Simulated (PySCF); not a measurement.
# Dipole response of Br⁻ (bromine, charge -1)

[Kr], closed-shell 1S. All numbers are calculated (PySCF 2.14, no relativity, point nucleus, in def2-QZVPPD). Coupled (time-dependent) response in atomic units; α is the mean over directions.

```csv
method,mean α (bohr³),C₆ (like pair),S(−4)
wB97X-V,42.80,473.1,493.3
```

S(−4) is the Cauchy moment in α(ω) = α(0) + S(−4) ω² + …

α(iu) at wB97X-V:

| u (hartree) | α(iu) (bohr³) |
| --- | --- |
| 0 | 42.80 |
| 0.0500 | 41.62 |
| 0.100 | 38.57 |
| 0.200 | 30.61 |
| 0.300 | 23.57 |
| 0.500 | 14.45 |
| 0.750 | 8.730 |
| 1.00 | 5.812 |
| 1.50 | 3.117 |
| 2.00 | 1.965 |
| 3.00 | 1.026 |
| 5.00 | 0.4643 |

A single London oscillator, α(iu) = α/(1 + u²/ω²), gives C₆ = (3/4) ω α². Matching the computed C₆ needs ω = 4 × 473.1 / (3 × 42.80²) = 0.344 hartree.

For an ion, C₆ is the dispersion term alone; charge-induced terms of lower order in 1/R come first.
